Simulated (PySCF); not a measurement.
CuI, SMILES [Cu][I], multiplicity 1.

Coordinates come from a PBE0-D3(BJ)/def2-TZVP optimisation. The spin state was assumed, not searched. The def2 effective core potentials stand for the cores of I; spin–orbit coupling is left out.

Calculation: PBE/def2-TZVPD run with PySCF.

The molecule is in vacuum.

| Item | Result |
|---|---|
| total energy | -1938.02184 hartree |
| point group | C∞v |
| highest occupied level | -5.76 eV |
| lowest empty level | -3.83 eV |
| orbital gap | 1.93 eV |
| dipole moment | 3.81 D |
| quadrupole, principal values (traceless, Buckingham form, about the centre of nuclear charge) | -5.14, -5.14, 10.29 D·Å |
| mean static polarisability | 66.5 bohr³ (9.85 Å³) |
| polarisability, principal values | 55.7, 55.7, 88.1 bohr³ |
